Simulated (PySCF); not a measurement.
A structure optimised at PBE-D3(BJ)/def2-SVP, used in a PySCF frequency run:

```
Mo
N 1 1.7297
H 2 1.0298 1 151.71
S 1 2.1289 2 110.06 3 -2.38
Cl 1 2.2857 2 109.79 3 119.76
S 1 2.3285 2 101.94 3 -118.50
H 6 1.3676 1 94.45 2 165.69
```
Charge 0, spin multiplicity 1.

### Question
Write its SMILES and formula.

### Answer
[NH]=[Mo](=[S])([SH])[Cl], ClH2MoNS2

### Question
What are its rotational constants (standard atomic weights)?

### Answer
1.7149, 1.4575, 1.0883 GHz
